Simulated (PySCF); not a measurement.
C2H8AlNO. Atoms are numbered in the order given.

```xyz
13

Al     0.1428     0.2002     0.4248
C      1.3543    -0.2620     1.8848
H      1.0603    -1.2261     2.3498
H      1.3756     0.5070     2.6835
H      2.3911    -0.3909     1.5100
O      0.0030    -0.9060    -0.8852
C     -0.6973    -0.9936    -2.0891
H     -1.3283    -0.0973    -2.3094
H      0.0012    -1.1173    -2.9498
H     -1.3771    -1.8780    -2.0955
N     -0.8135     1.7090     0.3997
H     -0.7876     2.4204     1.1332
H     -1.4626     1.9985    -0.3348
```

Coordinates come from a PBE-D3(BJ)/def2-SVP optimisation. One conformer was computed; it need not be the lowest.

All values below come from PySCF with PBE/def2-TZVP.

ESP charges are fitted to the potential on shells at 1.4 to 2.0 van der Waals radii. Atomic charges (e):

```
atom    IAO  ESP fit  Löwdin
----  -----  -------  ------
Al1    1.12     1.22       ?
C2    -0.81    -1.00       ?
H3     0.16     0.21    0.14
H4     0.16     0.23    0.14
H5     0.16     0.21    0.14
O6    -0.63    -0.53       ?
C7    -0.19    -0.10       ?
H8     0.11     0.06    0.10
H9     0.13     0.08    0.11
H10    0.13     0.08    0.11
N11   -0.87    -1.31   -0.26
H12    0.26     0.42    0.16
H13    0.26     0.44    0.16
```

### Question
Some entries are withheld; supply them. (The exact figures need the calculation; the answer reports its results.)

### Answer

- Al1, Löwdin: -0.02
- C2, Löwdin: -0.49
- O6, Löwdin: 0.09
- C7, Löwdin: -0.39
